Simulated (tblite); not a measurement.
C6H15PSSi.
SMILES with atom numbers: `[CH3:1][S:2][CH2:3][P:4]([CH2:5][SiH3:6])[CH:7]1[CH2:8][CH2:9]1` (hydrogens: H10, H11, H12 on C1; H13, H14 on C3; H15, H16 on C5; H17, H18, H19 on Si6; H20 on C7; H21, H22 on C8; H23, H24 on C9)

Computed geometry: GFN2-xTB, gas phase.

Entries marked ? are missing. Bonds in one row agree within 0.01 Å.

| coordinate | value |
| --- | --- |
| C1–S2 | 1.816 Å |
| S2–C3 | ? |
| C3–P4 | 1.868 Å |
| P4–C5 | 1.846 Å |
| C5–Si6 | ? |
| P4–C7 | 1.836 Å |
| C7–C8, C7–C9 | ? |
| C8–C9 | ? |
| C1–H10, C1–H11, C1–H12 | 1.086 Å |
| C3–H13, C3–H14 | 1.094 Å |
| C5–H15, C5–H16 | 1.093 Å |
| Si6–H17, Si6–H18, Si6–H19 | 1.464 Å |
| C7–H20 | 1.087 Å |
| C8–H21, C9–H24 | 1.080 Å |
| C8–H22, C9–H23 | 1.080 Å |
| C1–S2–C3 | 98.5° |
| S2–C3–P4 | ? |
| C3–P4–C5 | 98.1° |
| C3–P4–C7 | 95.7° |
| C5–P4–C7 | ? |
| P4–C5–Si6 | ? |
| P4–C7–C8 | 118.1° |
| C8–C7–C9 | 59.5° |
| C7–C8–C9 | 60.3° |

Q: Fill in the missing values.

A: 
- S2–C3 = 1.821 Å, drawn single (sulfide sulfur to sp3 carbon bound to sulfur); 0.01 Å above the sum of covalent radii, 1.81 Å.
- C5–Si6 = 1.904 Å, drawn single (sp3 carbon bound to silicon to SiH3 silicon); 0.03 Å above the sum of covalent radii, 1.87 Å.
- C7–C8, C7–C9 = 1.502 Å, drawn single (sp3 carbon bound to phosphorus to three-membered-ring carbon); 0.02 Å below the sum of covalent radii, 1.52 Å.
- C8–C9 = 1.492 Å, drawn single (both ends three-membered-ring carbon); 0.03 Å below the sum of covalent radii, 1.52 Å.
- S2–C3–P4 = 110.1°, at the sp3 carbon bound to sulfur; the outer atoms are 3.024 Å apart.
- C5–P4–C7 = 99.1°, at the phosphine phosphorus; the outer atoms are 2.802 Å apart.
- P4–C5–Si6 = 112.3°, at the sp3 carbon bound to silicon; the outer atoms are 3.114 Å apart.

Radii are Cordero's, carbon taken as 0.76, 0.73 or 0.69 Å for four, three, and two or fewer neighbours.

Its GFN2-xTB frequencies are all real (lowest 26 cm⁻¹). The numbers are those of one conformer (C1–S2–C3–P4 170°, S2–C3–P4–C5 68°, C3–P4–C5–Si6 171°, C3–P4–C7–C8 157°). 3 starts were optimised and ended at 0.00, 0.12 and 0.60 kcal/mol (GFN2-xTB); the lowest of these is shown.
